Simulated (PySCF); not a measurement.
**Stretching ZnF⁻**

Set-up: PySCF, no relativity, basis sets Zn def2-TZVPPD, F def2-TZVPPD. Energies in eV from Zn + F⁻ in their ground configurations at the same level. State: ¹Σ⁺ (singlet), closed shell.

```json
{"R (Å)": "1.673", "B2PLYP": "-0.887", "RHF-CCSD(T)": "", "B3LYP": "-0.786", "PBE": "-0.846"}
{"R (Å)": "1.750", "B2PLYP": "-1.199", "RHF-CCSD(T)": "-1.319", "B3LYP": "-1.112", "PBE": "-1.172"}
{"R (Å)": "1.828", "B2PLYP": "-1.364", "RHF-CCSD(T)": "-1.473", "B3LYP": "-1.288", "PBE": "-1.351"}
{"R (Å)": "1.887", "B2PLYP": "-1.422", "RHF-CCSD(T)": "-1.523", "B3LYP": "-1.353", "PBE": "-1.419"}
{"R (Å)": "1.945", "B2PLYP": "-1.440", "RHF-CCSD(T)": "-1.535", "B3LYP": "-1.378", "PBE": "-1.447"}
{"R (Å)": "2.003", "B2PLYP": "-1.430", "RHF-CCSD(T)": "-1.518", "B3LYP": "-1.374", "PBE": "-1.446"}
{"R (Å)": "2.081", "B2PLYP": "-1.387", "RHF-CCSD(T)": "-1.467", "B3LYP": "-1.337", "PBE": "-1.414"}
{"R (Å)": "2.178", "B2PLYP": "-1.304", "RHF-CCSD(T)": "-1.374", "B3LYP": "-1.261", "PBE": "-1.342"}
{"R (Å)": "2.295", "B2PLYP": "-1.183", "RHF-CCSD(T)": "-1.244", "B3LYP": "-1.148", "PBE": "-1.232"}
{"R (Å)": "2.451", "B2PLYP": "-1.016", "RHF-CCSD(T)": "", "B3LYP": "-0.989", "PBE": "-1.075"}
```

Task: Put a parabola through the three lowest points of the B2PLYP curve and estimate Re, k and ωe (reduced mass 14.65 u; 1 eV/Å² = 0.16022 mdyn/Å; ωe = 1302.8·√(k/μ) cm⁻¹).

Result: Through R = 1.887, 1.945, 2.003 Å the second-order coefficient is 4.16 eV/Å², so Re ≈ 1.953 Å, k ≈ 1.33 mdyn/Å and ωe ≈ 393 cm⁻¹. A polynomial fit of higher order to the unrounded B2PLYP energies gives Re = 1.951 Å, k = 1.28 mdyn/Å, ωe = 385 cm⁻¹; anharmonicity and rounding make the difference.

The higher-order fit for each curve: B2PLYP: Re = 1.951 Å, ωe = 385 cm⁻¹, De = 1.44 eV; RHF-CCSD(T): Re = 1.936 Å, ωe = 398 cm⁻¹, De = 1.54 eV; B3LYP: Re = 1.964 Å, ωe = 376 cm⁻¹, De = 1.38 eV; PBE: Re = 1.971 Å, ωe = 368 cm⁻¹, De = 1.45 eV.

Correlated steps freeze 6 core orbitals. For an ion De counts to the pair picked by the measured ionisation energies or electron affinities, which need not be the lowest pair at this level. The highest Kohn–Sham level is positive in this anion. Much of that is self-interaction error, but it also means that the finite basis helps to hold the extra electron. B2PLYP dipoles, levels and charges come from its SCF part alone.
